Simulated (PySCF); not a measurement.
Species: C₅H₇F₃P (charge +1).
SMILES: `FC(F)(F)C1=C[PH2+]CC1`

Level of theory: TDDFT CAM-B3LYP/def2-SVPD, vertical, gas phase, core orbitals frozen in the response in PySCF 2.14.0, density-fitted response routines. Isolated species at its GFN2-xTB geometry, gas phase.

Each state is given a Gaussian of 0.4 eV full width at half maximum, with ε(max) = 2.175×10⁸ f / Δν̃ (Δν̃ the width in cm⁻¹). The width is an assumption, not a result. The curve ends short of the highest state used, and states not computed would add to its high-energy end.

(E (eV), ε (L mol⁻¹ cm⁻¹)): (6.16, 34), (6.23, 135), (6.30, 452), (6.38, 1453), (6.45, 3369), (6.52, 6591), (6.59, 10881), (6.66, 15159), (6.73, 17823), (6.81, 17428), (6.88, 14261), (6.95, 9868), (7.02, 5789), (7.09, 2895), (7.16, 1250), (7.24, 416), (7.31, 154), (7.38, 68), (7.45, 45), (7.52, 40), (7.59, 38), (7.67, 33), (7.74, 27), (7.81, 21), (7.88, 16), (7.95, 16), (8.02, 25), (8.10, 54), (8.17, 100), (8.24, 167)

**Question.** Locate the maxima and give the states behind the curve.

**Answer.** 183 nm (6.76 eV), ε about 18000, made up of S1 (100%) (ε in L mol⁻¹ cm⁻¹; maxima over ε = 5, shares over 10%). At its high-energy end, 8.24 eV, the curve is still rising (ε about 170, from S5). The states used: S1 6.76 eV (f 0.269); S2 7.09 eV (f 0.0014); S3 7.53 eV (f 0.0005); S4 7.76 eV (f 0.0002); S5 8.39 eV (f 0.0032); S6 8.62 eV (f 0.0008); S7 8.78 eV (f 0.020); S8 8.84 eV (f 0.055).

**Question.** On this curve, what absorbance would a 10⁻⁵ mol/L sample give at 193 nm over a 1 cm path?

**Answer.** 193 nm is 6.424 eV, where ε is about 2500 L mol⁻¹ cm⁻¹, so A = ε c l ≈ 0.025 (Beer–Lambert, with the gas-phase spectrum and the assumed width).

**Question.** Coming from long wavelengths, where does ε first pass 100 L mol⁻¹ cm⁻¹?

**Answer.** At about 200 nm (6.21 eV), 0.55 eV below S1.

**Question.** What would ε be at 6.76 eV, the highest of these maxima, with half the width (0.2 eV)?

**Answer.** About 36200 L mol⁻¹ cm⁻¹ against 18100, a factor of about 2.00; a lone state at its own centre would give exactly 2.
